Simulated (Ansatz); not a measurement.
The same hydrogenolysis along the group B, Al, Ga, In.

Computed with Ansatz on PBE0-D4/def2-TZVP structures; ΔE is electronic, products minus reactants. CBS: MP2 limit from def2 TZ/QZ plus the TZ coupled-cluster correction, frozen cores. This one scheme is used for every species. DFT in def2-TZVPP. Elements past krypton have def2 core potentials. For Ga, In outer-core shells are correlated without core-valence functions, which leaves a few kJ/mol of doubt a bond. Scalar relativity is left out up to krypton.

| reaction | ωB97M-V (eV) | CCSD(T)/CBS(def2) (eV) |
| --- | --- | --- |
| `B[SiH2][SiH3]` + H₂ → BH₃ + disilane | -0.32 | -0.29 |
| `[AlH2][SiH2][SiH3]` + H₂ → `[AlH3]` + disilane | -0.11 | -0.03 |
| `[SiH3][SiH2][GaH2]` + H₂ → `[GaH3]` + disilane | 0.03 | 0.11 |
| `[SiH3][SiH2][InH2]` + H₂ → `[InH3]` + disilane | 0.16 | 0.25 |

Largest T1 diagnostic: 0.014, for `[InH3]`.
